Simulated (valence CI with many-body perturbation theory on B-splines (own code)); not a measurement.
**E1 line list for Ce XLV**

Level of theory: configuration interaction combined with many-body perturbation theory (CI+MBPT): four valence electrons over a frozen Dirac-Fock core [Ne], a basis of 11 s, 11 p, 10 d, 8 f, 5 g, 2 h functions for each j, with the one-electron correlation potential Σ1 (screened to all orders), the two-electron term Σ2, the three-electron term Σ3, Breit, model QED; selected single and double excitations, second order for the rest, scaled by the run's own slope (own B-spline code, finite nucleus).

The last digits are not significant, and no measured levels were compared; by estimate large intervals hold to a few tenths of a per cent, small ones and those within an open d or f shell to about a per cent. Among the levels kept, up to 550 cm⁻¹ of a level comes from second order outside the variational space, and about a tenth of that is noise between levels of different J, which matters for small intervals.

Lines 101 to 150 of 530 in falling wavelength, among levels below 806.17 eV, chosen from the strongest by gf and those to the six lowest levels. Wavelengths and rates use the calculated energies. Electric multipoles are in the length gauge, E1 and E2 with the static RPA response of the core. Weak lines are less certain than strong ones. Lines between different terms over intervals too small for the method are left out, as are lines whose strength nearly cancels. Where a level lies close to another of its J and parity, the split of strength between their lines is uncertain. The highest levels of a list are the least certain.

Levels are named by their leading jj configuration (3d3/2^4 stands for four electrons in 3d with j = 3/2), which in mixed levels can hold well under half, so a name can repeat and another be missing. Letters in brackets count levels of one name in rising energy.

| λ vac (Å) | Upper | Lower | A (s⁻¹) | S (a.u.) |
| --- | --- | --- | --- | --- |
| 65.44 | (3s^2 3d3/2 3d5/2) J=3 | (3s^2 3p3/2 3d3/2) J=2 | 3.18e+10 | 3.08e-02 |
| 65.19 | (3s 3p1/2 3d5/2^2) J=5 | (3s 3p1/2 3p3/2 3d5/2) J=4 [b] | 5.63e+10 | 8.46e-02 |
| 64.84 | (3s^2 3p1/2 3d5/2) J=3 | (3s^2 3p1/2 3p3/2) J=2 | 4.11e+10 | 3.87e-02 |
| 64.84 | (3s^2 3p1/2 3d3/2) J=1 | (3s^2 3p1/2 3p3/2) J=1 | 4.65e+08 | 1.88e-04 |
| 64.20 | (3s 3p1/2 3d3/2 3d5/2) J=4 [c] | (3s 3p1/2 3p3/2 3d3/2) J=3 [c] | 1.62e+10 | 1.90e-02 |
| 64.06 | (3s^2 3d3/2 3d5/2) J=4 | (3s^2 3p3/2 3d3/2) J=3 | 4.05e+10 | 4.73e-02 |
| 63.93 | (3s 3p1/2 3d3/2 3d5/2) J=3 [b] | (3s 3p1/2 3p3/2 3d3/2) J=2 [c] | 3.82e+10 | 3.45e-02 |
| 63.70 | (3s 3p1/2 3d5/2^2) J=4 [a] | (3s 3p1/2 3p3/2 3d5/2) J=3 [a] | 5.23e+10 | 6.00e-02 |
| 63.67 | (3s^2 3p1/2 3d5/2) J=2 | (3s^2 3p1/2 3p3/2) J=1 | 3.46e+10 | 2.20e-02 |
| 63.64 | (3s 3p1/2 3d3/2 3d5/2) J=3 [d] | (3s 3p1/2 3p3/2 3d5/2) J=3 [a] | 1.76e+10 | 1.57e-02 |
| 63.62 | (3s 3p3/2^2 3d3/2) J=4 | (3s^2 3p3/2 3d5/2) J=3 | 1.91e+10 | 2.18e-02 |
| 63.37 | (3p1/2 3p3/2^2 3d5/2) J=3 [c] | (3s^2 3d3/2 3d5/2) J=2 | 2.75e+10 | 2.42e-02 |
| 63.22 | (3s 3p1/2 3d3/2 3d5/2) J=2 [c] | (3s 3p1/2 3p3/2 3d3/2) J=2 [c] | 3.45e+10 | 2.15e-02 |
| 63.11 | (3s 3p1/2 3p3/2 3d5/2) J=0 | (3s 3p1/2 3p3/2^2) J=1 [b] | 1.58e+11 | 1.96e-02 |
| 63.05 | (3s 3p1/2 3p3/2 3d5/2) J=3 [a] | (3s 3p1/2 3p3/2^2) J=2 [a] | 2.81e+10 | 2.43e-02 |
| 62.85 | (3s 3p3/2^2 3d5/2) J=1 [b] | (3s 3p3/2^3) J=1 | 1.33e+11 | 4.91e-02 |
| 62.85 | (3s 3p1/2 3p3/2 3d5/2) J=2 [b] | (3s 3p1/2 3p3/2^2) J=3 | 2.95e+10 | 1.81e-02 |
| 62.80 | (3s 3p1/2 3d3/2 3d5/2) J=3 [c] | (3s 3p1/2 3p3/2 3d3/2) J=2 [d] | 6.36e+10 | 5.44e-02 |
| 62.74 | (3s 3p1/2 3p3/2 3d5/2) J=3 [b] | (3s 3p1/2 3p3/2^2) J=3 | 2.19e+10 | 1.87e-02 |
| 62.66 | (3s 3p1/2 3p3/2 3d5/2) J=4 [b] | (3s 3p1/2 3p3/2^2) J=3 | 5.80e+10 | 6.34e-02 |
| 62.50 | (3s 3p1/2^2 3d5/2) J=3 | (3s 3p1/2^2 3p3/2) J=2 | 6.08e+10 | 5.13e-02 |
| 62.42 | (3s 3p1/2 3d3/2 3d5/2) J=3 [a] | (3s 3p1/2 3p3/2 3d3/2) J=2 [b] | 7.97e+10 | 6.70e-02 |
| 62.41 | (3p1/2 3p3/2^2 3d5/2) J=1 [b] | (3p1/2 3p3/2^3) J=1 | 1.40e+11 | 5.03e-02 |
| 62.37 | (3s 3p1/2 3d5/2^2) J=3 [a] | (3s 3p1/2 3p3/2 3d5/2) J=4 [b] | 3.46e+10 | 2.90e-02 |
| 62.19 | (3s 3p1/2 3d5/2^2) J=3 [a] | (3s 3p1/2 3p3/2 3d5/2) J=2 [b] | 2.84e+10 | 2.36e-02 |
| 62.16 | (3p1/2 3p3/2^2 3d5/2) J=3 [c] | (3p1/2 3p3/2^3) J=2 | 1.40e+11 | 1.16e-01 |
| 62.15 | (3p1/2 3p3/2^2 3d5/2) J=2 [c] | (3p1/2 3p3/2^3) J=1 | 2.50e+11 | 1.48e-01 |
| 62.05 | (3s 3p1/2 3d5/2^2) J=3 [b] | (3s 3p1/2 3p3/2 3d5/2) J=3 [b] | 2.60e+10 | 2.15e-02 |
| 62.04 | (3s 3p1/2 3d3/2 3d5/2) J=4 [a] | (3s 3p1/2 3p3/2 3d3/2) J=3 [a] | 8.35e+10 | 8.85e-02 |
| 61.93 | (3s 3p1/2 3p3/2 3d5/2) J=2 [d] | (3s 3p1/2 3p3/2^2) J=1 [b] | 1.51e+11 | 8.84e-02 |
| 61.73 | (3p1/2^2 3p3/2 3d5/2) J=3 | (3s 3p1/2 3p3/2 3d3/2) J=2 [a] | 1.29e+11 | 1.05e-01 |
| 61.72 | (3s 3p1/2 3p3/2 3d5/2) J=3 [d] | (3s 3p1/2 3p3/2^2) J=2 [b] | 1.60e+11 | 1.30e-01 |
| 61.62 | (3s^2 3p3/2 3d5/2) J=1 | (3s^2 3p3/2^2) J=0 | 1.12e+11 | 3.89e-02 |
| 61.49 | (3s 3p1/2 3p3/2 3d5/2) J=2 [c] | (3s 3p1/2 3p3/2^2) J=2 [b] | 4.64e+10 | 2.66e-02 |
| 61.44 | (3s 3p1/2 3d3/2 3d5/2) J=2 [a] | (3s 3p1/2 3p3/2 3d3/2) J=1 [a] | 4.95e+10 | 2.83e-02 |
| 61.34 | (3s 3p1/2 3d3/2 3d5/2) J=2 [d] | (3s 3p1/2 3p3/2 3d3/2) J=1 [b] | 6.95e+10 | 3.96e-02 |
| 61.32 | (3p1/2 3p3/2^2 3d5/2) J=2 [b] | (3p1/2 3p3/2^3) J=2 | 1.48e+11 | 8.39e-02 |
| 61.28 | (3s 3p1/2 3p3/2 3d5/2) J=1 [b] | (3s 3p1/2 3p3/2^2) J=1 [a] | 1.31e+11 | 4.47e-02 |
| 61.24 | (3s 3p1/2 3p3/2 3d5/2) J=1 [a] | (3s 3p1/2 3p3/2^2) J=0 | 8.74e+10 | 2.97e-02 |
| 60.96 | (3s 3p1/2 3d3/2 3d5/2) J=4 [c] | (3s 3p1/2 3p3/2 3d3/2) J=3 [b] | 1.08e+11 | 1.09e-01 |
| 60.93 | (3s 3p3/2 3d3/2^2) J=2 [b] | (3p1/2 3p3/2^3) J=2 | 4.07e+10 | 2.27e-02 |
| 60.93 | (3s 3p1/2 3d3/2 3d5/2) J=5 | (3s 3p1/2 3p3/2 3d3/2) J=4 | 1.02e+11 | 1.25e-01 |
| 60.84 | (3p1/2^2 3p3/2 3d5/2) J=1 | (3s 3p1/2 3p3/2 3d3/2) J=0 [a] | 5.95e+10 | 1.98e-02 |
| 60.67 | (3s 3p1/2 3p3/2 3d5/2) J=2 [c] | (3s 3p1/2 3p3/2^2) J=1 [a] | 1.24e+11 | 6.85e-02 |
| 60.53 | (3s 3p1/2 3d3/2 3d5/2) J=3 [b] | (3s 3p1/2 3p3/2 3d3/2) J=4 | 2.31e+10 | 1.77e-02 |
| 60.45 | (3s 3p1/2 3d5/2^2) J=2 [b] | (3s 3p1/2 3p3/2 3d5/2) J=2 [b] | 4.08e+10 | 2.22e-02 |
| 60.39 | (3p1/2 3p3/2^2 3d5/2) J=2 [c] | (3p1/2 3p3/2^3) J=2 | 3.74e+10 | 2.03e-02 |
| 60.21 | (3s 3p1/2 3p3/2 3d5/2) J=3 [b] | (3s 3p1/2 3p3/2^2) J=2 [a] | 7.99e+10 | 6.02e-02 |
| 60.16 | (3s 3p3/2^2 3d5/2) J=4 [b] | (3s^2 3p3/2 3d5/2) J=3 | 1.73e+11 | 1.67e-01 |
| 60.11 | (3p1/2 3p3/2^2 3d5/2) J=4 [a] | (3s 3p1/2 3p3/2 3d5/2) J=3 [d] | 1.58e+10 | 1.52e-02 |
